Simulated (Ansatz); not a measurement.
Reaction (formal exchange of groups at the Si–C bond): `[SiH3]C[SiH2]C=S` + `CCl` → `[SiH3]C[SiH2]Cl` + `CC=S`

Gas-phase electronic energies from Ansatz, PBE0-D4/def2-TZVP geometries. CBS: MP2 limit from def2 TZ/QZ plus the TZ coupled-cluster correction, frozen cores. This one scheme is used for every species. Functionals use def2-TZVPP. B3LYP here is the variant with VWN-RPA as its local correlation; programs differ in this. One conformer a species, not always the lowest.

`[SiH3]C[SiH2]C=S`:

Z-matrix (Å, degrees):
```
Si
C 1 1.874
H 1 1.488 2 109.3
H 1 1.487 2 111.0 3 119.8
H 1 1.486 2 111.0 3 -119.2
Si 2 1.859 1 113.8 3 73.3
H 2 1.095 1 109.1 3 -166.5
H 2 1.094 1 108.8 3 -49.0
C 6 1.885 2 110.5 1 79.4
H 6 1.491 2 112.8 1 -161.5
H 6 1.491 2 112.1 1 -40.2
S 9 1.612 6 124.2 2 7.4
H 9 1.095 6 117.6 2 -173.3
```

`CCl`:

```xyz
5

C     0.105    0.032   -0.096
Cl   -1.169   -0.356    1.075
H     0.987   -0.557    0.141
H     0.330    1.094   -0.026
H    -0.254   -0.212   -1.094
```

`[SiH3]C[SiH2]Cl`:

Cartesian coordinates in Å:
```
Si 1.114 0.712 -0.977
C 0.163 -0.696 -0.180
Si -1.140 -0.154 1.026
Cl -2.099 -1.795 1.827
H 2.130 0.182 -1.923
H 0.184 1.601 -1.722
H 1.805 1.518 0.064
H -0.313 -1.291 -0.966
H 0.870 -1.351 0.340
H -0.542 0.600 2.153
H -2.172 0.674 0.357
```

`CC=S`:

```xyz
7

C     0.287   -0.065    0.606
C    -0.406    0.084   -0.695
S     0.282    0.058   -2.149
H    -0.132   -0.918    1.153
H     0.097    0.817    1.229
H     1.360   -0.201    0.479
H    -1.489    0.224   -0.624
```

```
           level  ΔE (eV)
        B3LYP-D4    -1.51
          B2PLYP    -1.57
          revPBE    -1.54
           B3LYP    -1.58
       CAM-B3LYP    -1.60
     HF/def2-SVP    -1.71
CCSD(T)/def2-SVP    -1.57
    HF/CBS(def2)    -1.69
```

Problem. What does CCSD(T)/CBS give? (Estimate.)

Solution. The calculation gave: -1.52 eV. The listed levels differ from it by 0.01, -0.05, -0.02, -0.06, -0.08, -0.19, -0.05, -0.17 eV.

Problem. What do rigid-rotor, harmonic-oscillator terms from PBE0-D4/def2-TZVP frequencies (298.15 K, 1 bar) make of the CCSD(T)/CBS value? (Best estimate.)

Solution. Computed: ΔZPE = +0.03 eV, ΔH = -1.50 eV, ΔS = 11 J/(mol·K), ΔG = -1.53 eV. Modes under 50 cm⁻¹ make the entropy rough.

Largest T1 diagnostic among the species: 0.016.

At CCSD(T), def2-SVP lies −0.05 eV from the extrapolated value and def2-TZVPP +0.01 eV. The D4 term adds +0.07 eV with B3LYP and +0.04 eV with PBE0; it sums over pairs of atoms, weighted by their polarisabilities, and B3LYP, whose exchange is more repulsive, gets the larger term. Leaving LDA and LC-ωPBE aside and taking each functional with its dispersion term where it has one, the values, not all of them listed here, spread over 0.17 eV, from B97M-V to BLYP-D4.
